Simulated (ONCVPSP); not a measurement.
# Before and after: ONCV potential for Ta (Z = 73)

* Element: tantalum
* Generator: ONCVPSP 4.0.1
* Type: optimised norm-conserving Vanderbilt (ONCV)
* Functional: LDA (Perdew-Zunger)
* Relativity: scalar-relativistic
* Frozen core: [Kr] 4d10 4f14
* Valence charge: 13
* Reference configuration: 5s2 5p6 5d3 6s0.5 (charge +1.5)
* Partial waves: 5s+6s: rc 1.90 bohr, ncon 4, nbas 7, qcut 7.9 1/bohr, 2 projectors; 5p: rc 1.40 bohr, ncon 4, nbas 7, qcut 5.6 1/bohr, 2 projectors, debl 2 Ha; 5d: rc 2.60 bohr, ncon 5, nbas 9, qcut 5.3 1/bohr, 1 projector; f scattering state at 0.02 Ha: rc 2.30 bohr, ncon 3, nbas 7, qcut 5.6 1/bohr, 1 projector
* Local potential: polynomial inside 1.25 bohr (lpopt 5, dvloc0 0 Ha)
* Core correction: Teter function, fcfact 5, rcfact 1.1

All-electron outer shells of the reference configuration (LDA (Perdew-Zunger), scalar-relativistic, ld1.x):

```
shell  level (eV)  outermost node (bohr)  outermost maximum (bohr)
   5s      -84.56                   0.54                      0.98
   5p      -50.93                   0.58                      1.13
   4f      -36.31                      –                      0.44
   6s      -15.30                   1.32                      2.61
   5d      -14.60                   0.65                      1.56
```

Change: all radii but the core radius scaled by about 0.87 (s 1.66, p 1.22, d 2.26, f 2.00 bohr); local potential polynomial inside 1.10 bohr (lpopt 5, dvloc0 0 Ha).

Cutoffs: the cutoffs (Ha) at which the residual kinetic energy of the hardest occupied pseudo-wave falls to 1 and 0.1 mHa per electron; they do not see the model core or the augmentation charge, which bear on the density cutoff. Errors are all-electron minus pseudo energies relative to the spin-unpolarised reference configuration.

Problem. How do hardness, ghosts and transferability respond?

Solution. The potential gets harder (62 Ha and 76 Ha → 85 Ha and 101 Ha); the errors of the 4 common tests hardly move; neither file shows a bound ghost. A smaller radius makes the pseudo-wave follow the all-electron one further in, where it bends more sharply, so more plane waves are needed.

| quantity | base | changed |
| --- | --- | --- |
| cutoff, loose | 62 Ha | 85 Ha |
| cutoff, tight | 76 Ha | 101 Ha |
| loose cutoff by channel | s 18 Ha, p 62 Ha, d 11 Ha | s 22 Ha, p 85 Ha, d 12 Ha |
| bound ghosts | none | none |
| GHOST(+) flags under 300 eV | s at 137.3 eV | s at 63.9 eV |
| error for 5s2 5p6 5d3 6s2, meV [ΔE -15.50 eV] | +7.3 | +8.2 |
| error for 5s2 5p6 5d3 6s1, meV [ΔE -6.80 eV] | +2.5 | +2.6 |
| error for 5s2 5p6 5d3 6s0, meV [ΔE 8.51 eV] | -2.1 | -1.9 |
| error for 5s2 5p5 5d3 6s2, meV [ΔE 29.69 eV] | -116 | -101 |
| rms error of d²Exc/dni dnj with the model core, mHa | 3.44 | 3.75 |
